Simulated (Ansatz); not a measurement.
Geometry optimisation, Ansatz, UKS r2SCAN/6-31G*.

Input file:

```yaml
crystal:
  periodic: [false, false, false]
  atoms:
    - { symbol: Si, position_ang: [1.215768, -0.57303, -0.478524] }
    - { symbol: O, position_ang: [1.418552, 0.553987, 0.807127] }
    - { symbol: H, position_ang: [0.197735, -1.604139, -0.211261] }
    - { symbol: H, position_ang: [2.565071, -1.173744, -0.588272] }
    - { symbol: O, position_ang: [0.727342, 0.144171, -1.897448] }
    - { symbol: H, position_ang: [-0.727007, 0.004784, 1.34478] }
    - { symbol: C, position_ang: [-1.627843, 0.142146, 0.761553] }
    - { symbol: H, position_ang: [0.695203, 1.195985, 0.850315] }
    - { symbol: H, position_ang: [1.365589, 0.763144, -2.277715] }
    - { symbol: H, position_ang: [-2.117593, -0.825545, 0.628049] }
    - { symbol: H, position_ang: [-1.40366, 0.556451, -0.226056] }
    - { symbol: H, position_ang: [-2.309056, 0.81579, 1.287452] }
magnetization:
  spin_polarized: true
basis:
  gaussian: { orbitals: "6-31G*" }
hamiltonian:
  xc: r2scan
relax:
  f_tol: 0.03
  max_steps: 50
```

Launched with:

```bash
$ ansatz run input.yaml --threads 2 --pin off --max-ram 3072MiB --backend cpu --events-out ev --progress --plain --runs-dir out
```

Problem. Where does it end, and by what steps?

Solution. The forces met the threshold. The force dipped under the threshold on the way, but the program's further checks kept it going. After 25 steps the energy has fallen by 0.237 eV; H10 moved furthest, 1.29 Å.

| step | energy less start (eV) | largest force component (eV/Å) | accepted |
| --- | --- | --- | --- |
| 0 | 0.0000 | 1.220 | yes |
| 1 | -0.1463 | 0.776 | yes |
| 2 | -0.1582 | 1.064 | yes |
| 3 | -0.1938 | 0.185 | yes |
| 4 | -0.2005 | 0.231 | yes |
| 5 | -0.2022 | 0.137 | yes |
| 6 | -0.2042 | 0.128 | yes |
| 7 | -0.2065 | 0.053 | yes |
| 8 | -0.2019 | 0.355 | no |
| 9 | -0.2088 | 0.122 | yes |
| 10 | -0.2097 | 0.153 | yes |
| 11 | -0.2124 | 0.107 | yes |
| 12 | -0.2144 | 0.231 | yes |
| 13 | -0.2177 | 0.217 | yes |
| 14 | -0.2218 | 0.163 | yes |
| 15 | -0.2248 | 0.268 | yes |
| 16 | -0.2278 | 0.309 | yes |
| 17 | -0.2158 | 0.207 | no |
| 18 | -0.2322 | 0.149 | yes |
| 19 | -0.2184 | 0.782 | no |
| 20 | -0.2341 | 0.064 | yes |
| 21 | -0.2353 | 0.060 | yes |
| 22 | -0.2359 | 0.057 | yes |
| 23 | -0.2362 | 0.029 | yes |
| 24 | -0.2364 | 0.024 | yes |
| 25 | -0.2365 | 0.014 | yes |

```xyz
12
Properties=species:S:1:pos:R:3
Si 1.616 -0.522 -0.523
O 1.439 0.550 0.728
H 1.183 -1.896 -0.160
H 3.065 -0.451 -0.842
O 0.677 -0.165 -1.849
H -1.456 -0.538 1.394
C -1.880 0.251 0.762
H 0.556 0.572 1.125
H 0.897 0.665 -2.297
H -2.967 0.132 0.743
H -1.487 0.166 -0.255
H -1.642 1.237 1.175
```

Run time: 110 s on 2 threads of Arm Neoverse V1 (shared host), peak memory 0.2 GiB.
